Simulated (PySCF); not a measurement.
C2H10Si2. Atoms are numbered in the order given.

```xyz
14

Si     1.7993     0.0978     0.0000
Si    -0.4932    -0.4230     0.0000
C     -1.3098     0.2728     1.5524
C     -1.3098     0.2728    -1.5524
H      2.4862    -0.4516     1.2120
H      2.4862    -0.4516    -1.2120
H      1.9931     1.5843     0.0000
H     -0.6298    -1.9175     0.0000
H     -0.8572    -0.1428     2.4666
H     -2.3855     0.0312     1.5684
H     -1.2089     1.3695     1.5935
H     -1.2089     1.3695    -1.5935
H     -0.8572    -0.1428    -2.4666
H     -2.3855     0.0312    -1.5684
```

Geometry: r2SCAN-D4/def2-SVP.

Calculation: TDA-PBE/def2-SVPD run with PySCF.

Vertical excitations. Isolated molecule, no solvent. State labels are in the subgroup Cs.

Computed UV-visible absorptions:
```json
[
 {"state": "S1", "symmetry": "A'", "energy (eV)": "6.40", "λ (nm)": "194", "f": "0.014", "main pairs": "HOMO→LUMO 86 %"},
 {"state": "S2", "symmetry": "A\"", "energy (eV)": "6.63", "λ (nm)": "187", "f": "0.025", "main pairs": "HOMO→LUMO+1 91 %"},
 {"state": "S3", "symmetry": "A'", "energy (eV)": "6.88", "λ (nm)": "180", "f": "0.040", "main pairs": "HOMO→LUMO+2 84 %"},
 {"state": "S4", "symmetry": "A\"", "energy (eV)": "7.18", "λ (nm)": "173", "f": "0.024", "main pairs": "HOMO−1→LUMO 86 %"},
 {"state": "S5", "symmetry": "A'", "energy (eV)": "7.25", "λ (nm)": "171", "f": "0.147", "main pairs": "HOMO→LUMO+3 72 %, HOMO−1→LUMO+1 14 %"},
 {"state": "S6", "symmetry": "A'", "energy (eV)": "7.30", "λ (nm)": "170", "f": "0.007", "main pairs": "HOMO−2→LUMO 78 %, HOMO−1→LUMO+1 13 %"},
 {"state": "S7", "symmetry": "A\"", "energy (eV)": "7.40", "λ (nm)": "168", "f": "0.029", "main pairs": "HOMO→LUMO+5 52 %, HOMO−2→LUMO+1 42 %"},
 {"state": "S8", "symmetry": "A\"", "energy (eV)": "7.47", "λ (nm)": "166", "f": "0.048", "main pairs": "HOMO→LUMO+5 46 %, HOMO−2→LUMO+1 39 %"},
 {"state": "S9", "symmetry": "A'", "energy (eV)": "7.51", "λ (nm)": "165", "f": "0.171", "main pairs": "HOMO→LUMO+4 48 %, HOMO−1→LUMO+1 23 %, HOMO−2→LUMO 8 %"},
 {"state": "S10", "symmetry": "A'", "energy (eV)": "7.53", "λ (nm)": "165", "f": "0.045", "main pairs": "HOMO→LUMO+4 42 %, HOMO−1→LUMO+1 39 %"},
 {"state": "T1", "symmetry": "A'", "energy (eV)": "5.84", "λ (nm)": "212", "f": "0", "main pairs": "HOMO→LUMO 92 %"},
 {"state": "T2", "symmetry": "A\"", "energy (eV)": "5.91", "λ (nm)": "210", "f": "0", "main pairs": "HOMO→LUMO+1 98 %"},
 {"state": "T3", "symmetry": "A'", "energy (eV)": "6.46", "λ (nm)": "192", "f": "0", "main pairs": "HOMO→LUMO+2 61 %, HOMO→LUMO+3 31 %"},
 {"state": "T4", "symmetry": "A'", "energy (eV)": "6.55", "λ (nm)": "189", "f": "0", "main pairs": "HOMO→LUMO+3 66 %, HOMO→LUMO+2 32 %"}
]
```
Triplets are in the Tamm–Dancoff approximation.
